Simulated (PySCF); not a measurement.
C2H7InO, SMILES C[CH2][InH][OH]. Heavy atoms are numbered as in [InH:1]([CH2:3][CH3:4])[OH:10]. Hydrogens are named by the atom that carries them.

Coordinates come from a B3LYP-D3(BJ)/def2-SVP optimisation. The structure was generated by enumeration; whether it is a known compound was not checked. The def2 effective core potentials stand for the cores of In; spin–orbit coupling is left out. One conformer was computed; it need not be the lowest.

These are PBE/def2-TZVP (PySCF) values and carry that method's errors.

ESP charges are fitted to the potential on shells at 1.4 to 2.0 van der Waals radii. Atomic charges (e), one atom of each kind:

```csv
atom,ESP fit,Mulliken,Löwdin
In1 (InH),0.67,0.62,0.40
H on In1,-0.18,-0.09,-0.07
C3 (CH2),-0.29,-0.41,-0.46
C4 (CH3),0.14,-0.40,-0.35
H on C3,0.05,0.13,0.14
H on C4,-0.02,0.13,0.12
O10 (OH),-0.69,-0.64,-0.32
H on O10,0.33,0.29,0.15
```
